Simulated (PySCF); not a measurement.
C3H11FOSi2.
Geometry (PBE0-D3(BJ)/def2-SVP, Å), atoms numbered from 1 in this order:
```xyz
18
C3H11FOSi2 angstrom
C     -2.5631   -0.7040   -0.8338
C     -1.2827   -0.9369   -0.0474
C     -0.7330    0.3252    0.5875
F     -0.5371    1.2964   -0.4080
Si     0.9751    0.1284    1.4016
O      2.0537   -0.2023    0.1868
Si     2.4314    0.3424   -1.3411
H     -3.3664   -0.3206   -0.1843
H     -2.3960    0.0349   -1.6306
H     -2.9206   -1.6342   -1.2995
H     -1.4514   -1.6696    0.7609
H     -0.5117   -1.3771   -0.7030
H     -1.4755    0.7390    1.2962
H      1.3399    1.4011    2.0909
H      0.9759   -1.0013    2.3747
H      3.7934   -0.1632   -1.6733
H      1.4568   -0.1914   -2.3372
H      2.4281    1.8339   -1.3857
```

Linear response at CAM-B3LYP/def2-SVPD (PySCF, frozen core in the response, non-relativistic).

Static isotropic polarisability: 92.40 au (13.69 Å³), principal values 83.4, 92.8, 101.0 au.

What is the polarisability at 1064 nm and at the sodium D line?

93.13 au at 1064 nm (+0.8 %), 94.84 au at 589.3 nm (+2.6 %). The rise at 589.3 nm is 3.34 times that at 1064 nm; a pure ω² law gives 3.26. The lowest singlet lies at 176 nm, shorter than both wavelengths.

What is the isotropic C6 coefficient between two such molecules, C6 = (3/π)∫α(iω)² dω?

3445 au (Eh·bohr⁶) by a ten-point quadrature over imaginary frequencies, which is 2060 eV·Å⁶ or 199 J·nm⁶/mol.

Which effective excitation energy ω̄ makes London's formula C6 = (3/4)α²ω̄ exact here?

ω̄ = 4·C6/(3α²) = 0.538 Eh = 14.6 eV. A one-pole form α(ω) = α/(1 − ω²/ω̄²) fitted to the 1064 nm value gives 13.1 eV. London's choice of the ionisation energy (10.22 eV, ΔSCF at the same level) gives C6 = 2410 au, 30 % too low.

How anisotropic is the static polarisability, by Δα² = ½[(α1 − α2)² + (α2 − α3)² + (α3 − α1)²]?

Δα = 15.3 au, or 0.17 of the isotropic value.

What n − 1 at the D line would an ideal gas of it have at 273.15 K and 1 atm (2.6868 × 10¹⁹ cm⁻³), by n − 1 = 2π·N·α′?

23.73 × 10⁻⁴, a formal value whether or not that pressure can be reached.

How many electrons N does the Slater–Kirkwood formula C6 = (3/4)·√N·α^(3/2) need to give this C6?

N = (4·C6/3)²/α³ = 26.8; the species has 74 electrons in all.

The lowest 10 singlets have (eV, f): 7.06, 0.003; 7.47, 0.000; 7.86, 0.011; 7.91, 0.015; 8.28, 0.003; 8.32, 0.022; 8.51, 0.059; 8.62, 0.116; 8.71, 0.133; 8.81, 0.004. What share of the static polarisability do they carry in the sum over states α = Σ f/ω²?

3.72 au, 4.0 % of α; the largest term, 1.30 au, is that of the state at 8.71 eV. Their oscillator strengths add up to 0.37. Higher states carry the rest.

What molar refraction at the D line follows from R = (4π/3)·N_A·α′, with α′ the polarisability volume?

α′ = 14.05 Å³ gives R = 35.45 cm³/mol, for isolated, non-vibrating species.

Hardware: an Arm Neoverse N1 with one thread, no GPU, on a shared host. Cost: 12 min of wall time (grids of density and orbitals included), 1.4 GiB resident at most. This is the whole response run at CAM-B3LYP/def2-SVPD, SCF included.

One conformer stands for the species.
